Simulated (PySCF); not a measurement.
B3LYP has the VWN-RPA correlation part, as in Gaussian. 

Cartesian coordinates (Å):
```xyz
1

Br     0.0000     0.0000     0.0000
```
Charge 0, spin multiplicity 2.

### Question
Predict the total energy, highest occupied spin orbital and dipole moment from B3LYP-D3(BJ)/def2-TZVP run with PySCF.

### Answer

```json
{
  "total_energy": "-2574.1410 Ha",
  "highest_occupied_spin_orbital": "-8.51 eV",
  "dipole_moment": "0.00 D"
}
```
